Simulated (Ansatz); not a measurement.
Results of the Gaussian-basis code of Ansatz.

C₄H₁₀BN, SMILES `BN(C=C)CC`. Total charge 0; spin multiplicity 1. The geometry is a stationary point of PBE0-D4/def2-TZVP. It is one conformer, not always the lowest.

```xyz
16

B     2.080    0.239    0.190
N     0.763   -0.144   -0.085
C     0.324   -0.298   -1.402
C    -0.884   -0.675   -1.812
C    -0.200   -0.380    0.983
C    -1.136    0.795    1.206
H     2.824    0.445   -0.723
H     2.423    0.346    1.331
H     1.101   -0.079   -2.126
H    -1.075   -0.767   -2.872
H    -1.702   -0.900   -1.141
H     0.367   -0.578    1.892
H    -0.766   -1.288    0.752
H    -1.864    0.556    1.984
H    -1.681    1.054    0.297
H    -0.573    1.674    1.525
```

What is the dipole moment at r2SCAN/def2-TZVPP? (Estimate.)

The calculation gave: 1.37 D, with components (-1.28, -0.21, 0.44) D in this frame, pointing from negative to positive charge.

And with PBE, B3LYP, ωB97M-V? (An estimate is asked.)

The calculation gave: PBE 1.45 D, B3LYP 1.31 D, ωB97M-V 1.27 D.

Give the Mulliken charges with r2SCAN, B3LYP, PBE in def2-TZVPP. (Best estimate.)

The calculation gave: 
```csv
atom,r2SCAN,B3LYP,PBE
B1,-0.07,-0.12,-0.15
N2,-0.05,-0.07,0.04
C3,0.04,0.02,0.00
C4,-0.25,-0.27,-0.24
C5,0.04,-0.03,-0.04
C6,-0.15,-0.25,-0.25
H7,-0.02,0.01,-0.01
H8,-0.02,0.01,-0.01
H9,0.09,0.11,0.09
H10,0.08,0.10,0.09
H11,0.07,0.09,0.08
H12,0.05,0.09,0.08
H13,0.04,0.08,0.07
H14,0.04,0.08,0.08
H15,0.06,0.09,0.09
H16,0.05,0.09,0.09
```

B3LYP here is the variant with VWN-RPA as its local correlation; programs differ in this.
